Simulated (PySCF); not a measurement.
Estimate the missing entries of this data sheet.

Compound: C5H9NO.
Numbering: `[CH3:1]/[CH:2]=[CH:3]/[NH:4][C:5]([CH3:6])=[O:7]` (hydrogens: H8, H9, H10 on C1; H11 on C2; H12 on C3; H13 on N4; H14, H15, H16 on C6)

Conformer (atom-mapped SMILES and torsion angles): `[CH3:1]/[CH:2]=[CH:3]/[NH:4][C:5]([CH3:6])=[O:7]`: C2–C3–N4–C5 -179°, C3–N4–C5–C6 180°.

```tsv
property	level	value
rotational constants A, B, C of the GFN2-xTB geometry	GFN2-xTB	?
dipole moment	PBE0/def2-SVPD	3.74 D
HOMO energy	PBE0/def2-SVPD	-6.42 eV
LUMO energy	PBE0/def2-SVPD	-0.10 eV
lowest singlet excitation	TDDFT PBE0/def2-SVPD	?
strongest line among the 6 lowest singlet transitions	TDDFT PBE0/def2-SVPD	?
lowest triplet excitation (Tamm–Dancoff)	TDA PBE0/def2-SVPD	3.83 eV
static isotropic polarisability	PBE0/def2-SVPD	78.3 au
electronic spatial extent ⟨r²⟩ about the centre of nuclear charge	PBE0/def2-SVPD	1135 bohr²
13C chemical shifts (computed TMS as zero) by class	GIAO PBE0/pcSseg-1	?
1H chemical shifts (computed TMS as zero) by class	GIAO PBE0/pcSseg-1	?
isotropic shieldings of nuclei other than C and H, by class	GIAO PBE0/pcSseg-1	?
largest of the computed one-bond spin–spin couplings (means over like bonds)	B3LYP/pcJ-1, spin–dipole term left out for some pairs	?
```

Gas-phase values; electronic properties from PySCF, density fitting. Geometry: GFN2-xTB, one conformer, isolated molecule. NMR classes are plain means over equivalent atoms (diastereotopic ones count apart unless rotation or inversion swaps them), as if these changed places fast; in this geometry the members of some classes differ.

Question: The largest of the computed one-bond spin–spin couplings (means over like bonds)?

Answer: 13C–1H +180.9 (C3–H12), 13C–1H +153.4 (C2–H11), 13C–1H +133.9 (C6–H14 and 2 like it), 13C–1H +132.7 (C1–H8 and 2 like it), 15N–1H -92.3 (N4–H13), 13C–13C +89.0 (C2–C3), 13C–13C +54.3 (C5–C6), 13C–13C +47.4 (C1–C2) Hz.

Question: Give the strongest line among the 6 lowest singlet transitions.

Answer: S3 at 5.77 eV (215 nm, f = 0.550).

Question: The lowest singlet excitation?

Answer: 5.49 eV (226 nm, f = 0.001).

Question: What are the 13C chemical shifts (computed TMS as zero) by class?

Answer: 166.0 (C5), 130.9 (C3), 107.8 (C2), 24.3 (C6), 18.7 (C1) ppm.

Question: What are the isotropic shieldings of nuclei other than C and H, by class?

Answer: 107 (N4), -104 (O7) ppm.

Question: Give the rotational constants A, B, C of the GFN2-xTB geometry.

Answer: 8.499, 1.157, 1.032 GHz.

Question: What are the 1H chemical shifts (computed TMS as zero) by class?

Answer: 7.16 (H12), 5.98 (H13), 4.95 (H11), 1.88 (H14/H15/H16), 1.86 (H8/H9/H10) ppm.

The rotational constants make it an asymmetric top with κ = (2B − A − C)/(A − C) = -0.97, nearer the prolate limit (−1). The largest Löwdin shares of the HOMO are 0.29 on C2, 0.23 on N4, 0.20 on C3 and 0.09 on O7. In wavenumbers S1 is 44300 cm⁻¹ (1 eV = 8065.54 cm⁻¹).

For the spin–spin coupling job (B3LYP/pcJ-1), hardware: an Arm Neoverse V1 with one thread, no GPU (shared host). Cost: 61 s of wall time.
